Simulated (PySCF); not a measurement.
H4Ge, SMILES [GeH4]. Atoms are numbered in the order given.

```xyz
5

Ge     0.0000     0.0000     0.0000
H      0.8867    -0.8867    -0.8867
H     -0.8867    -0.8867     0.8867
H     -0.8867     0.8867    -0.8867
H      0.8867     0.8867     0.8867
```

Coordinates come from a B3LYP-D3(BJ)/def2-TZVP optimisation.

Two levels are set side by side: PBE/pcSseg-1 (PySCF) and B3LYP/pcSseg-1 (PySCF). GIAO shifts against GeH4 (⁷³Ge), TMS (¹H) at the same level; non-relativistic, no solvent, atoms listed together averaged. Differences are taken from unrounded values.

```tsv
quantity	PBE
δ(⁷³Ge) of Ge1 (ppm)	0.0
δ(¹H) of H2, H3, H4, H5 (ppm)	3.88
```

Problem. These are the PBE values. What does B3LYP give? (Estimate from the structure and the level; the computed values follow.)

Solution. 
| quantity | B3LYP | PBE minus B3LYP |
|---|---|---|
| δ(⁷³Ge) of Ge1 (ppm) | 0.0 | 0.0 |
| δ(¹H) of H2, H3, H4, H5 (ppm) | 3.85 | 0.03 |

Here PBE gives about what the other level gives.

Rough cost on one machine, each run with all the roots and properties that it gave: B3LYP against PBE within a factor of 2.
